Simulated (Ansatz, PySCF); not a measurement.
Reaction 4 R1 + R2 → 2 P1 + 2 P2, each structure at its B3LYP-D3(BJ)/def2-TZVP stationary point, reached from a drawn start (curvature not checked).
R1, HCl (SMILES Cl) (charge 0, multiplicity 1):
```tsv
atom	x (Å)	y (Å)	z (Å)
Cl	0.6410	0.0000	0.0000
H	-0.6410	0.0000	0.0000
```
P1: Cl2 (SMILES ClCl), charge 0, multiplicity 1.
R2, O2 (SMILES O=O) (charge 0, multiplicity 3):
```xyz
2

O     -0.60213     0.00000     0.00000
O      0.60213     0.00000     0.00000
```
P2: H2O (SMILES O), charge 0, multiplicity 1.

P less R. No zero-point or thermal terms; singlets are restricted closed shells; open shells are unrestricted; no spin–orbit coupling.

Correlated levels freeze the cores.

Codes used: Ansatz (Gaussian orbitals); PySCF for the D3/D4 terms. No computed number here is a measurement.

Task: Predict the reaction energy from CCSD(T)/cc-pV(D+d)Z.

Result: -14 kJ/mol

Task: Give the reaction energy at the level revPBE-D4/def2-TZVPP.

Result: -106 kJ/mol

Task: What is the computed reaction energy (wB97X-V/def2-TZVPP)?

Result: -100 kJ/mol

Ansatz is a quantum-chemistry and plane-wave program.
